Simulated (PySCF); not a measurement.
A run for PySCF: R-MP2/6-31G* on CH2O2 (SMILES O=CO) with ghost functions, monomers drawn apart or pushed together.

```python
from pyscf import gto, scf, dft, mp
from pyscf.data.elements import chemcore

mol = gto.M(
    atom='''
    O    -1.10549685   -0.93773567    4.41334585
    C    -0.41531876   -0.07518282    4.88534953
    O     0.39977092    0.73332976    4.20345867
    H    -0.36684247    0.16159656    5.95639138
    H     0.34656937    0.51142644    3.25139146
    ghost-C    0.57984850    0.20706780   -0.08788146
    ghost-C   -0.17331032   -0.55440019    0.45032234
    ghost-H    1.24333082    0.87422337   -0.58317410
    ghost-H   -0.83124366   -1.21117353    0.97044363
    ''',
    basis='6-31g*',
    cart=True,
    charge=0, spin=0, verbose=3, max_memory=1800)
mf = scf.RHF(mol)
mf.conv_tol = 1e-8
mf.max_cycle = 100
mf.kernel()
if not mf.converged:
    mf = mf.newton().run(mf.mo_coeff, mf.mo_occ)
pt = mp.MP2(mf, frozen=chemcore(mol)).run()
```

Give the final energy of this run.

-189.2416 hartree.
